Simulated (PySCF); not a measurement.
## Gas-phase XPS of `[BH3-]Br`, computed

BBrH3 (charge -1).
Cartesian coordinates in Å at the PBE0-D3(BJ)/def2-SVP level; atoms count from 1:
```xyz
5
BBrH3 angstrom
B      0.366    0.006    0.033
Br     2.489    0.144    0.062
H      0.014   -0.173    1.201
H     -0.045    1.075   -0.423
H      0.090   -0.951   -0.693
```

Level of theory: delta-SCF UKS SCAN, pcX-2 on the ionised atom, pcseg-1 elsewhere, spin-free X2C in PySCF. These are vertical core ionisation energies against the vacuum level, from separate self-consistent calculations with and without the core hole.

**Question.** List the computed XPS lines with their assignment.

**Answer.** 
```json
{"atom(s)": "B1", "bonded to": "Br and 3 H", "level": "B 1s", "binding energy (eV)": "189.12", "count": "1"}
```

**Question.** Express the binding energy of B 1s of B1 in atomic units and per mole.

**Answer.** 189.12 eV = 6.9500 Eh = 18247 kJ/mol.

No level of bromine is listed. The species carries charge -1, so core ionisation leaves a neutral species. The basis sets have no added diffuse functions. Isolated species at its PBE0-D3(BJ)/def2-SVP geometry, gas phase.
